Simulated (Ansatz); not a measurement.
`C=C[Se]C=N` + `[CH3][SnH]([CH3])[CH3]` → `C=C[Se][Sn]([CH3])([CH3])[CH3]` + `C=N`  (formal exchange of groups at the Se–C bond)

Calculated with Ansatz (gas phase, PBE0-D4/def2-TZVP geometries, no zero-point term in ΔE). CCSD(T)/CBS is the MP2 limit (def2-TZVPP, def2-QZVPP) plus CCSD(T) − MP2 in def2-TZVPP, frozen cores. This one scheme is used for every species. Functionals use def2-TZVPP. B3LYP here is the variant with VWN-RPA as its local correlation; programs differ in this. Elements past krypton have def2 core potentials. For Se, Sn outer-core shells are correlated without core-valence functions, which leaves a few kJ/mol of doubt a bond. Scalar relativity is left out up to krypton. Each species was taken in one conformer, which may not be the lowest.

`C=C[Se]C=N`:

Cartesian coordinates in Å:
```
C 1.593 0.632 -1.658
C 0.595 0.364 -0.829
Se 0.761 -0.676 0.739
C -1.047 -0.547 1.301
N -1.431 -1.114 2.355
H 1.422 1.236 -2.541
H 2.602 0.269 -1.497
H -0.407 0.740 -1.014
H -1.667 0.052 0.622
H -2.422 -0.954 2.522
```

`[CH3][SnH]([CH3])[CH3]`:

Cartesian coordinates in Å:
```
C 0.698 1.630 -0.986
Sn -0.390 -0.122 -0.395
C -1.367 0.237 1.481
C 0.962 -1.775 -0.197
H 1.200 1.462 -1.939
H 0.022 2.479 -1.092
H 1.450 1.873 -0.233
H -1.569 -0.490 -1.590
H -1.927 -0.645 1.792
H -2.057 1.077 1.395
H -0.627 0.470 2.248
H 1.715 -1.552 0.560
H 1.466 -1.969 -1.145
H 0.422 -2.674 0.101
```

`C=C[Se][Sn]([CH3])([CH3])[CH3]`:

```xyz
19

C     0.342    2.853    2.155
C    -0.391    1.856    1.678
Se   -0.094    0.027    2.128
Sn   -0.010   -0.808   -0.282
C    -1.814   -0.189   -1.258
C     0.135   -2.939   -0.153
C     1.701    0.074   -1.217
H     1.202    2.679    2.791
H     0.088    3.882    1.924
H    -1.251    2.052    1.046
H    -1.855   -0.613   -2.263
H    -2.679   -0.532   -0.691
H    -1.848    0.898   -1.338
H    -0.736   -3.341    0.364
H     0.184   -3.368   -1.155
H     1.035   -3.220    0.396
H     1.670    1.155   -1.080
H     1.710   -0.152   -2.285
H     2.612   -0.313   -0.760
```

`C=N`:

Cartesian coordinates in Å:
```
C 0.257 0.215 -0.201
N -0.537 0.027 0.761
H 0.458 -0.510 -0.998
H 0.794 1.163 -0.262
H -0.972 -0.895 0.700
```

| level | ΔE (kJ/mol) | difference from CCSD(T)/CBS |
| --- | --- | --- |
| PBE-D4 | -93.1 | 24.8 |
| r2SCAN-D4 | -95.7 | 22.2 |
| PBE0-D4 | -102.4 | 15.5 |
| B3LYP-D4 | -105.0 | 12.9 |
| ωB97X-V | -104.5 | 13.4 |
| ωB97M-V | -106.4 | 11.5 |
| B2PLYP | -102.4 | 15.5 |
| PBE | -86.9 | 31.0 |
| r2SCAN | -93.3 | 24.6 |
| PBE0 | -96.1 | 21.8 |
| B3LYP | -95.6 | 22.3 |
| HF/def2-TZVPP | -117.5 | 0.4 |
| MP2/def2-TZVPP | -111.8 | 6.1 |
| SCS-MP2/def2-TZVPP | -110.4 | 7.5 |
| CCSD/def2-TZVPP | -108.5 | 9.4 |
| CCSD(T)/def2-TZVPP | -107.1 | 10.8 |
| HF/def2-QZVPP | -117.4 | 0.5 |
| MP2/def2-QZVPP | -117.9 | 0.0 |
| SCS-MP2/def2-QZVPP | -116.0 | 1.9 |
| HF/CBS(def2) | -117.4 | 0.5 |
| MP2/CBS(def2) | -122.5 | -4.6 |
| CCSD/CBS(def2) | -119.3 | -1.4 |
| CCSD(T)/CBS | -117.9 | 0 |

Largest T1 diagnostic among the species: 0.012.

From PBE to PBE0 (25 % exact exchange), in def2-TZVPP and without D4, ΔE moves by −9.2 kJ/mol. The D4 term adds −9.5 kJ/mol with B3LYP and −6.3 kJ/mol with PBE0; it sums over pairs of atoms, weighted by their polarisabilities, and B3LYP, whose exchange is more repulsive, gets the larger term.
